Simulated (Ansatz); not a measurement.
Isolated molecules relaxed with PBE0-D4/def2-TZVP in Ansatz; ΔE leaves out vibrations. CCSD(T)/CBS adds triple-zeta CCSD(T) − MP2 to the extrapolated MP2 energy (def2 sets, frozen cores). DFT in def2-TZVPP. HSE06 is defined as in plane-wave codes. For Br outer-core shells are correlated without core-valence functions, which leaves a few kJ/mol of doubt a bond. Scalar relativity is left out up to krypton. One conformer a species, not always the lowest.

Consider the ligand exchange at a B–C bond: `BCN[SiH3]` + HBr → `BBr` + `CN[SiH3]`.

```csv
level,ΔE (kJ/mol)
r2SCAN0-D4,-84.7
r2SCAN,-85.0
HSE06,-84.4
BHLYP,-85.4
RPA@PBE/def2-TZVPP,-91.0
MP2/def2-SVP,-92.5
CCSD/def2-SVP,-88.5
CCSD/CBS(def2),-86.7
```

Task: What does CCSD(T)/CBS give? (Estimate.)

Result: Ansatz gave: -87.7 kJ/mol. The listed levels differ from it by 3.0, 2.7, 3.3, 2.3, -3.3, -4.8, -0.8, 1.0 kJ/mol.

Largest T1 diagnostic among the species: 0.011.

Leaving LDA and LC-ωPBE aside and taking each functional with its dispersion term where it has one, the values, not all of them listed here, spread over 8.7 kJ/mol, from B2PLYP to CAM-B3LYP-D4. LDA lies +10.5 kJ/mol from PBE without D4.
